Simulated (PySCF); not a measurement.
# Interval between two levels of V³⁺ by level of theory

V³⁺ [Ar] 3d2 [3F4, M_J = 4] → V³⁺ [Ar] 3d1 4s1 [3D3, M_J = 3], as a difference of total energies. All numbers are calculated (PySCF 2.14, the two-component X2C-1e Hamiltonian, in x2c-TZVPall-2c (6s7p4d1f, 54 functions)). Correlated levels: [Ne] frozen. "Screened" scales the spin-orbit matrix elements by Boettger's factors to mimic the two-electron term; Breit and QED terms are absent.

```json
{"method": "GHF (spin-free)", "interval between two levels (cm⁻¹)": "99777"}
{"method": "GMP2 (spin-free)", "interval between two levels (cm⁻¹)": "96939"}
{"method": "GHF (screened spin-orbit)", "interval between two levels (cm⁻¹)": "99693"}
{"method": "GMP2 (screened spin-orbit)", "interval between two levels (cm⁻¹)": "96854"}
```

The labels give the starting determinants; with spin-orbit coupling the two ends relaxed to ⟨J²⟩ = 20.00, ⟨L²⟩ = 12.01, ⟨S²⟩ = 2.00 and ⟨J²⟩ = 12.00, ⟨L²⟩ = 6.00, ⟨S²⟩ = 2.00.
